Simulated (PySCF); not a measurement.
HfO (SMILES [O]=[Hf]), singlet, at a GFN2-xTB geometry (such geometries of metal compounds can be far from the true shape) (core potentials on Hf).

Here is a job for PySCF.
```python
from pyscf import gto, scf, dft
from pyscf.prop import polarizability

mol = gto.Mole()
mol.atom = '''
    Hf   -0.000000   -0.000000   -0.173062
    O     0.000000    0.000000    1.557562
'''
mol.basis = 'def2-tzvp'
mol.ecp = {'Hf': 'def2-tzvp'}
mol.charge = 0
mol.spin = 0
mol.verbose = 3
mol.build()

mf = dft.RKS(mol)
mf.xc = 'pbe0'
mf.kernel()
alpha = mf.Polarizability().polarizability()[2, 2]
print('alpha_zz =', alpha)
```

### Question
Predict the polarisability along z from PBE0/def2-TZVP, polarisability in PySCF.

### Answer
72.1 bohr³

### Question
Give the number of basis functions at the level PBE0/def2-TZVP, polarisability.

### Answer
71

### Question
Give the HOMO-LUMO gap at the level PBE0/def2-TZVP, polarisability.

### Answer
3.44 eV

### Question
What HOMO energy does PBE0/def2-TZVP, polarisability give?

### Answer
-5.79 eV
